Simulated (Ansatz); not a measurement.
Ansatz (an electronic-structure program) input (CCSD(T)/aug-cc-pVDZ):

Ansatz 0.2 input:
```yaml
crystal:
  periodic: [false, false, false]
  atoms:
    - {symbol: Ge, position_ang: [-0.03010674, -0.04440254, -0.05546388]}
    - {symbol: H, position_ang: [0.64973470, -0.63247593, 1.29875633]}
    - {symbol: H, position_ang: [-0.88408644, 1.06107216, 0.77554240]}
    - {symbol: H, position_ang: [1.19776738, 0.99228490, -0.29945444]}
basis:
  gaussian:
    orbitals: aug-cc-pVDZ
total_charge: -1
magnetization: {spin_polarized: false}
correlation: {method: ccsd_t, electrons: outside_noble_gas}
output: {forces: true}
```

End of the output:

```
cycle   5  -4.22484336 eV  change    5.7e-4 eV  update   8.6e-4
cycle   6  -4.22474763 eV  change    9.6e-5 eV  update   3.1e-4
cycle   7  -4.22477868 eV  change   -3.1e-5 eV  update   1.4e-4
cycle   8  -4.22481099 eV  change   -3.2e-5 eV  update   5.9e-5
cycle   9  -4.22479956 eV  change    1.1e-5 eV  update   2.0e-5
cycle  10  -4.22479542 eV  change    4.1e-6 eV  update   5.6e-6
cycle  11  -4.22479601 eV  change   -5.8e-7 eV  update   1.7e-6
perturbative correction -0.12134351 eV, -0.0044592917 hartree
the calculation of the forces begins
Total energy: -56523.77136588 eV, -2077.2102845076 hartree
Atom 0 at    -0.030107    -0.044403    -0.055464 Å, force     0.050011     0.073757     0.092130 eV/Å
Atom 1 at     0.649735    -0.632476     1.298756 Å, force     0.005412    -0.098916     0.016810 eV/Å
Atom 2 at    -0.884086     1.061072     0.775542 Å, force    -0.097661     0.014891    -0.018350 eV/Å
Atom 3 at     1.197767     0.992285    -0.299454 Å, force     0.042239     0.010268    -0.090590 eV/Å
Dipole moment:    -0.054923    -0.081002    -0.101181 e Å
```

Whether it binds its extra electron was not tested at this geometry.
